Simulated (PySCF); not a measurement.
C4H5, SMILES [CH]=CC=C, multiplicity 2.

Geometry optimised at B3LYP-D3(BJ)/def2-SVP. The isomer is the one that the SMILES or the coordinates give; other isomers of the formula were not compared. One conformer was computed; it need not be the lowest.

Computed with PySCF with SMD-B3LYP/def2-SVP.

Solvation free energies are E(SMD) − E(gas) at the gas-phase geometry, for 1 M in both phases. In vacuum the dipole moment is 0.69 D.

| solvent | ΔG(solv) (kcal/mol) | its non-electrostatic (CDS) part | dipole (D) |
|---|---|---|---|
| water | ? | ? | ? |
| methanol | -1.1 | 1.9 | 0.93 |
| acetonitrile | -2.1 | 0.9 | 0.93 |

### Question
Fill in the missing entries. (Estimate from the structure and the level; the computed values follow.)

### Answer

- water, ΔG(solv) (kcal/mol): 1.5
- water, its non-electrostatic (CDS) part: 4.6
- water, dipole (D): 0.94
